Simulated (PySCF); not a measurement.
Species: C3H6BF3N2S.
Bonds: F1–C2, C2–F3, C2–F4, C2–S5, S5–B6, B6–N7, N7–C8, C8–C9, C9–N10, B6–N10. Hydrogens: H11 on N7; H12, H13 on C8; H14, H15 on C9; H16 on N10.

All values: PBE0/pcSseg-1 and PBE0/def2-SVPD (PySCF, non-relativistic), on one gas-phase PBE0-D3(BJ)/def2-SVP geometry that isn't relaxed in the solvent. The solvent is an IEF-PCM continuum (Bondi radii, 1.10 Å for H, scaled by 1.2). Specific hydrogen bonds and non-electrostatic terms are outside this model.

Gas phase at PBE0/pcSseg-1: HOMO -6.43 eV, LUMO 0.57 eV, dipole 3.51 D.

Q: What does the continuum do to the energy, the frontier levels and the dipole at PBE0/pcSseg-1 in acetone and acetonitrile?

A: 
```csv
solvent,ε,E(solvent) − E(gas) (kJ/mol),polarisation term (kJ/mol),distortion of the solute (kJ/mol),HOMO (eV),LUMO (eV),dipole (D)
acetone,20.49,-18.71,-20.71,2.00,-6.20,0.50,4.24
acetonitrile,35.69,-19.39,-21.53,2.14,-6.20,0.50,4.26
```

The polarisation term is half the interaction of the solute with the surface charges that it induces; the rest is the cost of distorting the solute's density. The sum is the electrostatic part of solvation alone. From acetone to acetonitrile the lowering changes by a factor 1.04, Onsager's factor (ε − 1)/(2ε + 1) by 1.03 and ε itself by 1.7.

Q: Which radius a makes the point-dipole formula ΔE = −[(ε − 1)/(2ε + 1)]·μ²/a³ give the value in acetonitrile, with the gas-phase dipole?

A: μ = 1.382 au and |ΔE| = 0.00738 Eh give a = 2.64 Å; the farthest nucleus lies 4.21 Å from the centroid of the nuclei, so such a sphere wouldn't even hold the nuclei. The formula assumes a rigid point dipole at the centre of a sphere.

Q: Which Hirshfeld charges (PBE0/pcSseg-1) respond most in acetone (means over atoms taken as equivalent)?

A: 
| atoms | environment | gas (e) | solvent (e) | change |
| --- | --- | --- | --- | --- |
| S5 | sulfur bonded to B and C | -0.073 | -0.087 | -0.014 |
| B6 | three-coordinate boron | +0.123 | +0.113 | -0.010 |
| H11/H16 | N–H hydrogen | +0.121 | +0.129 | +0.008 |
| H12/H13/H14/H15 | methylene hydrogen | +0.039 | +0.044 | +0.005 |
| F1/F3/F4 | fluorine of a CF3 group | -0.087 | -0.090 | -0.003 |
| N7/N10 | boron-bound nitrogen | -0.205 | -0.207 | -0.002 |
| C2 | CF3 carbon | +0.245 | +0.244 | -0.001 |
| C8/C9 | sp3 carbon bound to nitrogen | -0.011 | -0.010 | +0.001 |

Q: Which Mayer bond orders change most in acetone?

A: 
```json
{"bond": "N10–B6", "length (Å)": "1.411", "gas": "1.166", "solvent": "1.197", "change": "+0.031"}
{"bond": "S5–B6", "length (Å)": "1.839", "gas": "0.902", "solvent": "0.880", "change": "-0.022"}
{"bond": "B6–N7", "length (Å)": "1.407", "gas": "1.179", "solvent": "1.199", "change": "+0.020"}
{"bond": "N7–C8", "length (Å)": "1.451", "gas": "0.962", "solvent": "0.949", "change": "-0.013"}
{"bond": "C9–N10", "length (Å)": "1.451", "gas": "0.958", "solvent": "0.948", "change": "-0.010"}
{"bond": "N10–H16", "length (Å)": "1.008", "gas": "0.931", "solvent": "0.921", "change": "-0.010"}
{"bond": "N7–H11", "length (Å)": "1.008", "gas": "0.923", "solvent": "0.916", "change": "-0.007"}
{"bond": "C2–F3", "length (Å)": "1.327", "gas": "1.023", "solvent": "1.017", "change": "-0.006"}
```

Gas phase at PBE0/def2-SVPD: HOMO -6.51 eV, LUMO 0.12 eV, dipole 3.36 D.

Q: What does the continuum do to the energy, the frontier levels and the dipole at PBE0/def2-SVPD in acetone?

A: 
```tsv
solvent	ε	E(solvent) − E(gas) (kJ/mol)	polarisation term (kJ/mol)	distortion of the solute (kJ/mol)	HOMO (eV)	LUMO (eV)	dipole (D)
acetone	20.49	-18.25	-20.50	2.25	-6.26	0.21	4.14
```

The atom shares or the degeneracy of the LUMO differ from the gas phase in acetone, so that column needn't follow one orbital.

Q: How does the static polarisability (PBE0/def2-SVPD, frozen core, with the continuum's full static response) change?

A: 
```
 medium  isotropic (au)  principal values (au)  ⟨r²⟩ of the electrons (bohr²)
    gas            85.8      66.3, 84.3, 106.7                         1825.6
acetone           112.8     91.5, 113.8, 133.0                         1824.2
```

The isotropic value in acetone is 1.31 times the gas-phase one; no cavity-field correction is applied. ⟨r²⟩ is taken about the centre of nuclear charge.
